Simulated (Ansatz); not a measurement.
GaH2(vinyl) (C2H5Ga). Total charge 0; triplet. Geometry B3LYP-D4/def2-TZVP, that of the neutral singlet; atoms count from 1.

```xyz
8

Ga    1.311   -0.639   -0.362
H     2.378   -0.583   -1.513
H     1.489   -1.596    0.873
C    -0.301    0.474   -0.397
C    -1.202    0.413    0.587
H    -0.491    1.162   -1.218
H    -1.078   -0.250    1.437
H    -2.105    1.018    0.594
```

At PBE0-D4/def2-TZVP a singlet of charge 0 lies 3.86 eV below the triplet at the same geometry.

(1) Estimate the Mulliken populations from the PBE0/def2-TZVP orbitals of Ansatz.

(2) Where does the spin sit?

(3) And the Mayer bond orders between bonded heavy atoms (over 0.3)?

Answers

(1) 
```tsv
atom	charge (e)	spin (α − β)
Ga1	0.15	0.28
H2	-0.08	-0.02
H3	-0.09	-0.02
C4	-0.21	0.88
C5	-0.21	1.00
H6	0.15	-0.04
H7	0.15	-0.05
H8	0.14	-0.05
```
Mulliken values and Mayer orders depend strongly on the basis.

(2) Summed by element: Ga 0.28, H -0.17, C 1.89, of 2 unpaired in all. Largest on single atoms: C5 1.00, C4 0.88, Ga1 0.28.

(3) Ga1–C4 1.18 (1.96 Å); C4–C5 1.03 (1.34 Å).
